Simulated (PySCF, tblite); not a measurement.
Isomers of C5H5OPS. All values are computed: GFN2-xTB (tblite) harmonic vibrations without scaling, gas phase. The method is semi-empirical: single wavenumbers can be off by several per cent or more. One conformer each.

Electronic energies: PBE0/pcSseg-1 single points on the GFN2-xTB geometries (PySCF, gas phase).

| SMILES | electronic energy, lowest = 0 (kJ/mol) |
| --- | --- |
| Cc1cpc(C=O)s1 | 3.0 |
| CC(=O)c1pccs1 | 3.8 |
| Cc1pcsc1C=O | 18.8 |
| CC(=O)c1cpcs1 | 0.0 |

Q: How do GFN2-xTB zero-point energies change the relative energies?

A: 
```csv
SMILES,ZPE (kJ/mol),of it from modes above 1550 cm⁻¹,electronic (kJ/mol),"with ZPE, lowest = 0 (kJ/mol)",lowest mode (cm⁻¹),rings
CC(=O)c1cpcs1,225.3,101.9,0.0,0.0,48,1
Cc1cpc(C=O)s1,224.4,99.3,3.0,2.1,42,1
CC(=O)c1pccs1,225.6,101.7,3.8,4.1,61,1
Cc1pcsc1C=O,224.5,99.5,18.8,18.0,98,1
```

The zero-point energies span 1.2 kJ/mol, from `Cc1cpc(C=O)s1` to `CC(=O)c1pccs1`. The order is unchanged.

Q: And how do the electronic energies of GFN2-xTB itself compare?

A: `CC(=O)c1cpcs1` 9.7; `Cc1cpc(C=O)s1` 15.1; `CC(=O)c1pccs1` 0.0; `Cc1pcsc1C=O` 26.6 kJ/mol, lowest = 0. Against the energies above, taken from the same isomer `CC(=O)c1cpcs1`, the largest difference is 13.5 kJ/mol.

Q: What do entropy and thermal enthalpy add at 298.15 K and 1 bar (rigid rotor, harmonic oscillator, one conformer each)?

A: 
```csv
SMILES,point group,symmetry number,S (J/(mol K)),H − H(0) (kJ/mol),ZPE + H − H(0) − TS (kJ/mol)
CC(=O)c1cpcs1,Cs,1,381.2,24.21,135.9
Cc1cpc(C=O)s1,Cs,1,390.3,25.14,133.2
Cc1pcsc1C=O,Cs,1,378.6,24.52,136.2
```

Not tabulated: `CC(=O)c1pccs1` (point group not settled).
